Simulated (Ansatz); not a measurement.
Isolated molecules relaxed with PBE0-D4/def2-TZVP in Ansatz; ΔE leaves out vibrations. CCSD(T)/CBS adds triple-zeta CCSD(T) − MP2 to the extrapolated MP2 energy (def2 sets, frozen cores). This one scheme is used for every species. Functionals use def2-TZVPP. B3LYP here is the variant with VWN-RPA as its local correlation; programs differ in this. For Ge outer-core shells are correlated without core-valence functions, which leaves a few kJ/mol of doubt a bond. Scalar relativity is left out up to krypton. Each species was taken in one conformer, which may not be the lowest.

Reaction (formal hydrolysis of a C–Ge bond): `C=[C](S)[GeH3]` + H₂O → `C=C(O)S` + GeH₄

`C=[C](S)[GeH3]`:

Z-matrix (Å, degrees):
```
Ge
C 1 1.947
H 1 1.539 2 108.7
H 1 1.537 2 109.8 3 -118.6
H 1 1.536 2 108.8 3 120.2
S 2 1.758 1 118.2 3 55.0
C 2 1.332 1 121.4 3 -129.3
H 6 1.342 2 97.7 1 -22.7
H 7 1.087 2 122.4 1 -179.1
H 7 1.084 2 120.8 1 0.5
```

H₂O:

Z-matrix (Å, degrees):
```
O
H 1 0.960
H 1 0.960 2 105.1
```

`C=C(O)S`:

Z-matrix (Å, degrees):
```
C
C 1 1.328
H 1 1.083 2 120.0
H 1 1.079 2 120.5 3 179.3
O 2 1.355 1 121.8 3 -5.5
S 2 1.767 1 121.7 3 172.0
H 5 0.963 2 108.6 1 156.8
H 6 1.347 2 96.3 1 126.7
```

GeH₄:

Cartesian coordinates in Å:
```
Ge 0.000 0.000 0.000
H 0.877 0.368 -1.204
H 0.836 0.079 1.284
H -0.536 -1.427 -0.174
H -1.177 0.980 0.094
```

```tsv
level	ΔE (kcal/mol)
B3LYP	7.4
CCSD(T)/def2-TZVPP	12.3
```

**Question.** What does CCSD(T)/CBS give? (Best estimate.)

**Answer.** Ansatz gave: +13.6 kcal/mol. The listed levels differ from it by -6.2, -1.3 kcal/mol.

Largest T1 diagnostic among the species: 0.012.

The D4 term adds +2.0 kcal/mol with B3LYP and +1.1 kcal/mol with PBE0; it sums over pairs of atoms, weighted by their polarisabilities, and B3LYP, whose exchange is more repulsive, gets the larger term. From PBE to PBE0 (25 % exact exchange), in def2-TZVPP and without D4, ΔE moves by +1.1 kcal/mol. In def2-TZVPP, CCSD(T) changes the Hartree–Fock value by +4.0 kcal/mol (the triples alone add +0.3 kcal/mol) and MP2 by +6.1 kcal/mol.
